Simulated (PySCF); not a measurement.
H4AlCl3O4Si2, SMILES Cl[Si](Cl)(O[SiH2][O][Al]([OH])[OH])Cl, singlet (PBE0/def2-SVP optimised geometry):

```
14

Si    -0.700    -0.630     0.000
Cl     1.329    -0.630     0.000
Cl    -1.393    -1.445    -1.726
Cl    -1.329     1.371     0.000
O     -1.318    -1.371     1.286
Si    -1.946    -1.094     2.837
O     -2.088     0.511     3.041
Al    -1.462     2.056     2.619
O      0.204     2.266     2.859
O     -2.490     3.395     2.442
H     -0.994    -1.719     3.791
H     -3.271    -1.764     2.866
H      0.645     3.111     2.762
H     -3.446     3.360     2.444
```

Calculation: PBE0/def2-TZVP in PySCF.

Question: What are the frontier orbital energies and the dipole moment?

Answer: HOMO-2 -9.13 eV, HOMO-1 -8.86 eV, HOMO -8.78 eV, LUMO -0.65 eV, LUMO+1 -0.08 eV; dipole moment 1.05 D.

On the same geometry PBE/def2-TZVP (PySCF) gives HOMO-2 -7.46 eV, HOMO-1 -7.31 eV, HOMO -7.12 eV, LUMO -1.64 eV, LUMO+1 -0.98 eV; dipole moment 1.00 D.

Meta-Löwdin charges at PBE0/def2-TZVP: Si1 1.17, Cl2 -0.24, Cl3 -0.24, Cl4 -0.21, O5 -0.82, Si6 1.10, O7 -0.86, Al8 1.23, O9 -0.80, O10 -0.80, H11 -0.12, H12 -0.12, H13 0.35, H14 0.35.
